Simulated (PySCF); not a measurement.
C3H4BCl3.
Atom-mapped SMILES: `[Cl:1]/[CH:2]=[CH:3]\[CH2:4][B:5]([Cl:6])[Cl:7]` (hydrogens: H8 on C2; H9 on C3; H10, H11 on C4)

Structure used (PBE0-D3(BJ)/def2-SVP), in Å, numbered top down from 1:
```xyz
11
C3H4BCl3 angstrom
Cl    -3.1162   -0.0467   -2.1950
C     -2.3637   -0.5479   -0.7198
C     -1.1418   -1.0776   -0.6545
C     -0.2272   -1.3226   -1.8037
B      1.0732   -0.4483   -1.8655
Cl     1.5156    0.6776   -0.6015
Cl     2.1515   -0.6103   -3.2381
H     -2.9878   -0.3821    0.1600
H     -0.7836   -1.3317    0.3486
H      0.1188   -2.3748   -1.8096
H     -0.7583   -1.1930   -2.7625
```

Jobs on this species (11 atoms, 78 electrons) with PySCF (density fitting). Hardware of each: one thread, Arm Neoverse V1 (aarch64) (shared host). The host was shared with other jobs, so the times are rough. Peak memory is the resident size of the whole Python process, interpreter and libraries included.

| level and settings | work | basis functions | SCF cycles | wall time | peak memory |
| --- | --- | --- | --- | --- | --- |
| delta-SCF UKS SCAN, pcX-2 on the ionised atom, pcseg-1 elsewhere, non-relativistic | ΔSCF core ionisation, 8 holes | 172 | ? | ? | ? |
| delta-SCF UKS HF, pcX-2 on the ionised atom, pcseg-1 elsewhere, spin-free X2C | ΔSCF core ionisation, 8 holes | 172 | ? | ? | ? |
| delta-SCF UKS PBE0, pcX-2 on the ionised atom, pcseg-1 elsewhere, spin-free X2C | ΔSCF core ionisation, 8 holes | 172 | 118 | 78 s | 0.78 GiB |
| delta-SCF UKS SCAN, def2-TZVP on the ionised atom, pcseg-1 elsewhere, spin-free X2C | ΔSCF core ionisation, 8 holes | 149 | 143 | 49 s | 0.53 GiB |
| PBE0-D3(BJ)/def2-SVP, grid level 1 | geometry optimisation from a GFN2-xTB start shaken at random | 130 | 47 | 51 s | 0.60 GiB |
| delta-SCF UKS PBE, pcX-2 on the ionised atom, pcseg-1 elsewhere, spin-free X2C | ΔSCF core ionisation, 8 holes | 172 | 135 | 34 s | 0.63 GiB |
| delta-SCF UKS SCAN, pcX-2 on the ionised atom, pcseg-1 elsewhere, spin-free X2C | ΔSCF core ionisation, 8 holes | 172 | 139 | 52 s | 0.67 GiB |
| delta-SCF UKS SCAN, pcX-1 on the ionised atom, pcseg-1 elsewhere, spin-free X2C | ΔSCF core ionisation, 8 holes | 152 | 140 | 43 s | 0.50 GiB |

Problem. Fill in the missing figures.

Solution. 
- delta-SCF UKS SCAN, pcX-2 on the ionised atom, pcseg-1 elsewhere, non-relativistic; ΔSCF core ionisation, 8 holes: 64 s, 0.66 GiB, 194 SCF cycles
- delta-SCF UKS HF, pcX-2 on the ionised atom, pcseg-1 elsewhere, spin-free X2C; ΔSCF core ionisation, 8 holes: 56 s, 0.68 GiB, 122 SCF cycles

Problem. What do all jobs in the table cost together?

Solution. About 7.1 min; the longest takes about 18 % of that, and about 2.3 times as long as the shortest.
